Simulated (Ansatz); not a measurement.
propylene glycol (C₃H₈O₂), singlet, at a GFN2-xTB geometry; WB97X/STO-3G in Ansatz (a program for electronic structure).

Here is a job for Ansatz.
Ansatz 0.2 input:
```yaml
crystal:
  periodic: [false, false, false]
  atoms:
    - {symbol: C, position_ang: [1.83324331, 0.13638099, 0.35090210]}
    - {symbol: C, position_ang: [0.42691443, 0.30654220, -0.21207806]}
    - {symbol: O, position_ang: [-0.28124422, 1.34971891, 0.43155499]}
    - {symbol: C, position_ang: [-0.38814764, -0.99223231, -0.10847029]}
    - {symbol: O, position_ang: [-1.67642873, -0.82208827, -0.63781928]}
    - {symbol: H, position_ang: [2.36667096, 1.08275455, 0.30757844]}
    - {symbol: H, position_ang: [1.78849069, -0.19345144, 1.38820166]}
    - {symbol: H, position_ang: [2.38133734, -0.60316406, -0.22521041]}
    - {symbol: H, position_ang: [0.47213216, 0.61355869, -1.26229834]}
    - {symbol: H, position_ang: [-0.25594914, 1.19385292, 1.38370519]}
    - {symbol: H, position_ang: [0.09000513, -1.79465989, -0.67338889]}
    - {symbol: H, position_ang: [-0.44945832, -1.29548663, 0.95090902]}
    - {symbol: H, position_ang: [-1.96390590, 0.07140544, -0.40150486]}
basis:
  gaussian:
    orbitals: STO-3G
hamiltonian:
  xc: {name: wB97X}
```

### Question
What does Ansatz print? Leave out banner, timings and long lists.

### Answer

```
Functional definition: wB97X
480 factors; integrals over basis functions are off by at most 4.0e-5 eV
182 factors; integrals over basis functions are off by at most 1.8e-6 eV
mean field evaluation 1: about -7236.0027 eV, gradient 2.6e1 eV
mean field evaluation 2: about -7237.5974 eV, gradient 1.6e1 eV
mean field evaluation 4: about -7238.2291 eV, gradient 2.0e-1 eV
mean field evaluation 8: about -7238.1741 eV, gradient 3.3e-3 eV
mean field -7238.17412685 eV, -265.9979929510 hartree, gradient 2.8e-5 eV, S^2 0.000000; 0 other end points of the search recorded, 0 dependent functions left out
reference -7238.17410746 eV, -265.9979922385 hartree; 21, 21 occupied and 12, 12 virtual orbitals, 480 factors
Total energy: -7238.17410746 eV, -265.9979922385 hartree
```
